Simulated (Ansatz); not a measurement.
System: C₂H₆B (charge 0, doublet). It need not be the lowest isomer of its formula. 
Structure (B3LYP-D3(BJ)/def2-TZVP (Ansatz, a program for electronic structure) minimum search):
SMILES: C[B]C
```xyz
9

B      0.0493    -0.4822     0.2840
C      1.3753     0.1011    -0.2581
C     -1.3958     0.0481     0.1330
H      1.7134     0.8331     0.4908
H      2.1849    -0.6231    -0.3594
H      1.2611     0.6480    -1.2031
H     -1.5681     0.5938    -0.8038
H     -1.5408     0.7707     0.9500
H     -2.1740    -0.7066     0.2558
```
Charge 0, spin multiplicity 2.

Basis-set convergence of Hartree-Fock and MP2 correlation energies (hartree) with Ansatz. Cores are frozen in the correlated levels unless marked. UHF or UKS for open shells. No spin-orbit coupling. Non-relativistic.

| basis | functions | E(HF) | E(corr, MP2) |
|---|---|---|---|
| aug-cc-pVDZ | 123 | -103.86780 | -0.36581 |
| aug-cc-pVTZ | 276 | … | … |

Some entries are withheld; supply them.


- aug-cc-pVTZ, E(HF): -103.89461
- aug-cc-pVTZ, E(corr, MP2): -0.43919
